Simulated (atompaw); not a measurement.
## How hard is this Tm PAW (atompaw) potential?

atompaw 4.2.0.5 input, output lines left out:

```
Tm 69
LDA-PW scalarrelativistic loggrid 2001 logderivrange -6 5 276
6 6 5 4 0 0
6 0 1.5
6 1 0
5 2 1.5
4 3 12
0 0 0
c
c
c
c
v
v
c
c
c
v
v
c
c
v
c
2
2.80 2.70 2.05 1.60
n
n
y
0.75
n
custom polynom2 7 10 vanderbiltortho sinc
bessel
1.60
2.00
1.80
2.80
2.80
2.80
```

The pseudo-atom Hamiltonian at the reference potential is diagonalised in spherical Bessel functions j_l(qr) that vanish at 20 bohr, with q² up to the cutoff. All-electron valence levels (Ry): 5s -4.2002, 6s -0.3282, 5p -2.1976, 6p -0.0982, 5d -0.1339.

Q: How do the lowest levels (Ry) of each channel move with the cutoff, and are there ghosts?

A:

| cutoff (Ry) | s #1 | s #2 | s #3 | p #1 | p #2 | p #3 | d #1 | f #1 | Σ f·Δε (mRy) |
| --- | --- | --- | --- | --- | --- | --- | --- | --- | --- |
| 8 | -4.1410 | -0.3175 | -0.0017 | -1.7017 | -0.0971 | 0.0446 | -0.1090 | 0.0966 | 3147.1 |
| 10 | -4.1807 | -0.3241 | -0.0026 | -2.0227 | -0.0978 | 0.0444 | -0.1206 | 0.0966 | 1114.3 |
| 12 | -4.1951 | -0.3269 | -0.0030 | -2.1372 | -0.0980 | 0.0443 | -0.1281 | 0.0966 | 383.1 |
| 15 | -4.1992 | -0.3278 | -0.0031 | -2.1877 | -0.0981 | 0.0443 | -0.1306 | 0.0966 | 66.7 |
| 18 | -4.2000 | -0.3281 | -0.0032 | -2.1954 | -0.0981 | 0.0443 | -0.1309 | 0.0966 | 17.9 |
| 21 | -4.2001 | -0.3282 | -0.0032 | -2.1973 | -0.0981 | 0.0443 | -0.1320 | 0.0966 | 5.2 |
| 30 | -4.2001 | -0.3282 | -0.0032 | -2.1976 | -0.0982 | 0.0442 | -0.1332 | 0.0966 | 1.6 |
| 35 | -4.2001 | -0.3282 | -0.0032 | -2.1976 | -0.0982 | 0.0442 | -0.1334 | 0.0966 | 1.2 |
| 40 | -4.2001 | -0.3282 | -0.0032 | -2.1976 | -0.0982 | 0.0442 | -0.1337 | 0.0966 | 0.7 |
| 45 | -4.2001 | -0.3282 | -0.0032 | -2.1976 | -0.0982 | 0.0442 | -0.1337 | 0.0966 | 0.6 |
| 50 | -4.2001 | -0.3282 | -0.0032 | -2.1976 | -0.0982 | 0.0442 | -0.1338 | 0.0966 | 0.4 |
| 400 | -4.2001 | -0.3282 | -0.0032 | -2.1976 | -0.0982 | 0.0442 | -0.1339 | 0.0966 | 0.0 |

Result: no extra level below or beside the all-electron valence levels (s, p, d, f tested); 10 mRy is reached at 21 Ry and 1 mRy at 40 Ry.
